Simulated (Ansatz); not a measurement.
A series at Si: from `[SeH][SiH]([SeH])[SeH]`, ligands are replaced one by one, each step taking up H₂ and setting free H₂Se; n counts the steps. Ansatz, PBE0-D4/def2-TZVP geometries. Each molecule was computed in one conformer, which needn't be the lowest.

CBS adds triple-zeta CCSD(T) − MP2 to the MP2 limit, frozen cores; atoms without spin–orbit coupling. Outer-core shells of Se are correlated without core-valence functions. Scalar relativity is left out up to krypton. Spin–orbit coupling is left out.

```csv
n,molecule,"atomization energy, CCSD(T)/CBS (kJ/mol)"
0,`[SeH][SiH]([SeH])[SeH]`,2204.5
1,`[SeH][SiH2][SeH]`,?
2,`[SiH3][SeH]`,1637.8
3,SiH₄,1362.7
```

Task: By hand: fit a straight line y = ȳ + b (n − n̄) to the 3 given rows and predict n = 1.

Result: n̄ = 1.667, ȳ = 1735.00; Σ(n − n̄)(y − ȳ) = -1311.30, Σ(n − n̄)² = 4.667, so b = -280.97 kJ/mol a step. Prediction: 1735.00 + (-280.97) × (-0.667) = 1922.4 kJ/mol.

Task: By hand: compare with the computed value, 1921.7 kJ/mol, and give the steps along the whole series.

Result: The line misses by -0.7 kJ/mol (computed minus predicted). Steps: -282.8, -283.9, -275.1 kJ/mol.

The steps differ by at most 8.8 kJ/mol, 3.1 % of a mean step, so the ligands' effects nearly add and a line is close. The miss is 0.1 % of the series' range. The energies themselves are unsure by some kJ/mol a bond, though much of that is common to the series.
